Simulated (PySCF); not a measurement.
# Dipole response of Ca⁺ (calcium, charge +1)

[Ar] 4s1, 2S determinant. Computed with PySCF 2.14 in dyall-av3z (25s18p5d4f, 132 functions), with the spin-free X2C one-electron Hamiltonian (Gaussian nucleus). Coupled (time-dependent) response in atomic units; α is the mean over directions.

```tsv
method	mean α (bohr³)	C₆ (like pair)	S(−4)
TPSS	92.92	721.7	8372
```

S(−4) is the Cauchy moment in α(ω) = α(0) + S(−4) ω² + …

α(iu) at TPSS:

| u (hartree) | α(iu) (bohr³) |
| --- | --- |
| 0 | 92.92 |
| 0.0500 | 75.96 |
| 0.100 | 49.68 |
| 0.200 | 22.28 |
| 0.300 | 12.80 |
| 0.500 | 6.667 |
| 0.750 | 4.237 |
| 1.00 | 3.105 |
| 1.50 | 1.929 |
| 2.00 | 1.311 |
| 3.00 | 0.7086 |
| 5.00 | 0.3012 |

A single London oscillator, α(iu) = α/(1 + u²/ω²), gives C₆ = (3/4) ω α². Matching the computed C₆ needs ω = 4 × 721.7 / (3 × 92.92²) = 0.111 hartree.

For an ion, C₆ is the dispersion term alone; charge-induced terms of lower order in 1/R come first.
